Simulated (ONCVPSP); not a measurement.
**Cutoff test, Br (Z = 35), ONCV**

```json
{"Element": "bromine (Br)", "Generator": "ONCVPSP 4.0.1", "Type": "optimised norm-conserving Vanderbilt (ONCV)", "Functional": "PBEsol", "Relativity": "scalar-relativistic", "Frozen core": "[Ne]", "Valence charge": "25", "Reference configuration": "3s2 3p6 3d10 4s2 4p5", "Partial waves": "3s+4s: rc 0.85 bohr, ncon 4, nbas 8, qcut 11 1/bohr, 2 projectors; 3p+4p: rc 1.00 bohr, ncon 4, nbas 8, qcut 13.4 1/bohr, 2 projectors; 3d: rc 0.75 bohr, ncon 4, nbas 7, qcut 20.6 1/bohr, 2 projectors, debl 0.4 Ha", "Local potential": "polynomial inside 0.65 bohr (lpopt 5, dvloc0 0 Ha)", "Core correction": "Teter function, fcfact 3.25, rcfact 1.6"}
```

In the d channel the program set the typed energies aside and used -2.452, 0.250 Ha.

Task: For each optimised wave give the share of its norm inside rc, the residual kinetic energy above qcut (Ha) and the cutoffs (Ha) for errors of 10, 1, 0.1 and 0.01 mHa per electron.

Result:

| wave | norm inside rc | residual KE | 10 mHa | 1 mHa | 0.1 mHa | 0.01 mHa |
| --- | --- | --- | --- | --- | --- | --- |
| 3s | 0.917 | 8.9e-04 | 44.1 | 60.0 | 225.0 | 276.6 |
| 4s | 0.058 | 6.8e-04 | 37.7 | 58.1 | 140.0 | 293.3 |
| 3p | 0.956 | 5.8e-06 | 57.4 | 69.5 | 78.7 | 87.9 |
| 4p | 0.053 | 1.6e-06 | 45.7 | 60.8 | 73.1 | 82.7 |
| 3d | 0.761 | 1.3e-05 | 153.3 | 177.1 | 195.8 | 219.7 |
| d projector 2 | 0.013 | 9.5e-07 | 105.1 | 142.6 | 171.6 | 193.4 |

The occupied waves need 177 Ha and 225 Ha for 1 and 0.1 mHa.
